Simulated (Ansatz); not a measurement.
Two isomers of CH5FO2Si: A = `O[SiH](O)CF`, B = `CO[SiH](O)F`.

Calculated with Ansatz (gas phase, PBE0-D4/def2-TZVP geometries, no zero-point term in ΔE). CCSD(T)/CBS is the MP2 limit (def2-TZVPP, def2-QZVPP) plus CCSD(T) − MP2 in def2-TZVPP, frozen cores. Functionals use def2-TZVPP. Each species was taken in one conformer, which may not be the lowest.

A:

```xyz
10

O     1.297    1.011   -0.678
Si    0.628   -0.056    0.373
O     1.231   -1.549    0.095
C    -1.242    0.003    0.093
F    -1.624    1.347   -0.026
H     0.759    1.773   -0.905
H     0.960    0.249    1.782
H     1.337   -1.827   -0.817
H    -1.815   -0.440    0.914
H    -1.531   -0.510   -0.831
```

B:

Z-matrix (Å, degrees):
```
C
O 1 1.412
H 1 1.091 2 108.1
H 1 1.095 2 111.2 3 -119.0
H 1 1.094 2 111.3 3 119.4
Si 2 1.623 1 125.5 3 -176.0
F 6 1.595 2 107.9 1 49.5
O 6 1.619 2 108.8 1 170.5
H 6 1.471 2 114.0 1 -68.9
H 8 0.958 6 118.6 2 -39.6
```

Task: Which is lower in electronic energy at CCSD(T)/CBS, and by how much? (An estimate is asked.)

Result: The calculation gave: B, by 42.9 kcal/mol.

Task: Give E(B) − E(A) in kcal/mol with r2SCAN-D4, PBE0-D4, CCSD(T)/def2-TZVPP, CCSD/def2-TZVPP, PBE-D4, MP2/def2-TZVPP, ωB97M-V. (Estimate.)

Result: Computed: r2SCAN-D4 -41.9, PBE0-D4 -40.5, CCSD(T)/def2-TZVPP -43.0, CCSD/def2-TZVPP -43.5, PBE-D4 -38.7, MP2/def2-TZVPP -44.2, ωB97M-V -41.5. None reverses the order clearly.

Largest T1 diagnostic: 0.011.

From PBE to PBE0 (25 % exact exchange), in def2-TZVPP and without D4, E(B) − E(A) moves by −1.7 kcal/mol. In def2-TZVPP, CCSD(T) changes the Hartree–Fock value by +3.3 kcal/mol (the triples alone add +0.5 kcal/mol) and MP2 by +2.1 kcal/mol.
